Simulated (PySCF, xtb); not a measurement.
HMDS (C₆H₁₉NSi₂), SMILES [Si](C)(C)(N[Si](C)(C)C)C.

GFN2-xTB in xtb 6.7.1 at its own geometry gives an orbital gap of 5.94 eV and a dipole moment of 0.24 D.

Geometry: B3LYP-D3(BJ)/def2-SVP. One conformer was computed; it need not be the lowest.

Problem. What does r2SCAN/def2-SVP (PySCF) give? (Estimate from the structure and the level; the computed values follow.)

Solution. gap 6.59 eV (levels -5.56 and 1.03 eV), dipole 0.53 D.
